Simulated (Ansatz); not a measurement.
One change: `[CH3][AlH][O]BN` becomes `NBO[SiH3]`.

Ansatz, PBE0-D4/def2-TZVP geometries, multiplicity 1. Each molecule was computed in one conformer, which needn't be the lowest.

| property | `[CH3][AlH][O]BN` |
| --- | --- |
| HOMO energy (PBE0/def2-TZVPP) / eV | -7.54 |
| HOMO–LUMO gap (PBE0/def2-TZVPP) / eV | 7.04 |
| LUMO energy (B3LYP/def2-TZVPP) / eV | -0.73 |
| size of the dipole moment (ωB97M-V/def2-TZVPP) / D | 1.27 |
| LUMO energy (ωB97M-V/def2-TZVPP) / eV | 1.03 |
| LUMO energy (PBE0/def2-TZVPP) / eV | -0.50 |

Give the same properties after the change, and the shifts. (An estimate is asked.)

Computed: 
| property | `NBO[SiH3]` | shift |
| --- | --- | --- |
| HOMO energy (PBE0/def2-TZVPP) / eV | -7.95 | -0.41 |
| HOMO–LUMO gap (PBE0/def2-TZVPP) / eV | 8.42 | 1.38 |
| LUMO energy (B3LYP/def2-TZVPP) / eV | 0.24 | 0.97 |
| size of the dipole moment (ωB97M-V/def2-TZVPP) / D | 1.34 | 0.07 |
| LUMO energy (ωB97M-V/def2-TZVPP) / eV | 2.07 | 1.04 |
| LUMO energy (PBE0/def2-TZVPP) / eV | 0.47 | 0.97 |

With PBE0 the HOMO falls by 0.41 eV and the LUMO rises by 0.97 eV, so the gap widens by about 1.38 eV. PBE moves the HOMO by -0.37 eV and ωB97M-V by -0.48 eV. Dipoles are sizes alone; their direction can turn.

B3LYP here is the variant with VWN-RPA as its local correlation; programs differ in this.
